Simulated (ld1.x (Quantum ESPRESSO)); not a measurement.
Reading a pseudo-wave (In (Z = 49))

Columns: radius, all-electron u(r) and pseudo u(r) of the 5p shell (level -2.52 eV) of indium in the configuration [Kr] 4d10 5s2 5p1; PBE, scalar-relativistic, ultrasoft scheme, ld1.x (Quantum ESPRESSO) 7.5.

| r (bohr) | all-electron | pseudo |
| --- | --- | --- |
| 0.170 | -0.0704 | -0.0069 |
| 0.340 | -0.0809 | -0.0271 |
| 0.510 | 0.1214 | -0.0595 |
| 0.680 | 0.2172 | -0.1021 |
| 0.850 | 0.1856 | -0.1526 |
| 1.020 | 0.0852 | -0.2082 |
| 1.190 | -0.0365 | -0.2659 |
| 1.360 | -0.1539 | -0.3229 |
| 1.530 | -0.2566 | -0.3766 |
| 1.700 | -0.3413 | -0.4250 |
| 1.870 | -0.4086 | -0.4664 |
| 2.040 | -0.4600 | -0.4999 |
| 2.210 | -0.4978 | -0.5251 |
| 2.380 | -0.5241 | -0.5423 |
| 2.550 | -0.5406 | -0.5522 |
| 2.720 | -0.5491 | -0.5558 |
| 2.890 | -0.5509 | -0.5543 |
| 3.060 | -0.5474 | -0.5487 |
| 3.230 | -0.5396 | -0.5398 |
| 3.400 | -0.5284 | -0.5284 |
| 3.570 | -0.5146 | -0.5146 |
| 3.740 | -0.4987 | -0.4987 |
| 3.910 | -0.4814 | -0.4814 |
| 4.080 | -0.4632 | -0.4632 |
| 4.250 | -0.4443 | -0.4443 |
| 4.420 | -0.4251 | -0.4251 |

**Question.** How many radial nodes do the two functions have?

**Answer.** The all-electron 5p function has n − l − 1 = 3 (the table is too coarse to show those close to the nucleus); the pseudo-wave has 0, since the states of the same l below it are removed with the core.

**Question.** At about which radius was the pseudo-wave matched?

**Answer.** 3.40 bohr, where the columns begin to agree (steps of 0.17 bohr).

**Question.** Is the pseudo-wave norm-conserving?

**Answer.** No, it belongs to an ultrasoft set: the norm inside the radius is not constrained, and the difference is carried by the augmentation charge.
